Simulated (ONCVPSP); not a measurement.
**Configuration tests for Sn (ONCV)**

* Element: Sn (Z = 50)
* Generator: ONCVPSP 4.0.1
* Type: optimised norm-conserving Vanderbilt (ONCV)
* Functional: LDA (Perdew-Wang 92)
* Relativity: scalar-relativistic
* Frozen core: [Kr] 4d10
* Valence charge: 4
* Reference configuration: 5s2 5p1.5 (charge +0.5)
* Partial waves: 5s: rc 1.75 bohr, ncon 4, nbas 7, qcut 3.9 1/bohr, 2 projectors, debl 2.1 Ha; 5p: rc 2.10 bohr, ncon 4, nbas 8, qcut 3.5 1/bohr, 2 projectors, debl 1.4 Ha
* Local potential: polynomial inside 1.60 bohr (lpopt 1, dvloc0 0 Ha)
* Core correction: Teter function fitted to the true core (icmod 2), fcfact 0.35

Energies are relative to the spin-unpolarised reference configuration 5s2 5p1.5; without spin polarisation the order of configurations can differ from experiment.

Question: Give the all-electron excitation energy and the error of the potential for: 5s2 5p2; 5s2 5p1; 5s2 5p0; 5s1 5p3.

Answer:

```csv
valence configuration,charge,ΔE all-electron (eV),error AE − PS (meV)
5s2 5p2,0,-2.713,+0.3
5s2 5p1,+1,4.379,-2.3
5s2 5p0,+2,18.637,-28
5s1 5p3,0,4.363,-3.3
```

Levels in the configuration 5s2 5p0:

```tsv
level	all-electron (eV)	pseudo (eV)
5s	-26.530	-26.614
```

Note: no bound ghost flagged; GHOST(+) flagged for s at 76.8 eV, p at 85.9 eV.
